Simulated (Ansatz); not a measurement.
Born–Oppenheimer molecular dynamics of ClF2H3W (7 atoms, charge 0, multiplicity 1). It goes on from the last frame of an earlier run, with new velocities.

The calculation used RKS PBE-D4/def2-SVP in Ansatz 0.2.0.

```yaml
ensemble: NVT, Langevin thermostat
time_step: 0.5 fs
steps_asked: 100
set_temperature: 400 K
friction: 0.02 /fs
seed: 547285
```

First frame:

```xyz
7
Properties=species:S:1:pos:R:3
W -0.260 0.272 0.214
F 0.216 -0.420 1.891
H 1.360 0.070 -0.258
F 0.160 2.039 -0.182
Cl -2.414 -0.186 -0.187
H 0.203 -1.314 -0.106
H -0.285 -0.121 -1.424
```

(1) How far do the bonds stretch over the last three quarters of this one trajectory? (Pairs bonded in most of those frames.)

## Answers

(1) 
| bond | mean (Å) | spread (Å) | shortest | longest |
| --- | --- | --- | --- | --- |
| W1–F2 | 1.912 | 0.014 | 1.88 | 1.93 |
| W1–H3 | 1.690 | 0.048 | 1.61 | 1.76 |
| W1–F4 | 1.899 | 0.030 | 1.86 | 1.95 |
| W1–Cl5 | 2.272 | 0.027 | 2.22 | 2.30 |
| W1–H6 | 1.693 | 0.054 | 1.58 | 1.76 |
| W1–H7 | 1.687 | 0.032 | 1.63 | 1.75 |

Mean temperature of the second half: 367 K. A run of 0.05 ps of so small a system gives no equilibrium averages.

Run time: 5.4 min on 1 thread of Arm Neoverse V2 (shared host), peak memory 0.12 GiB.
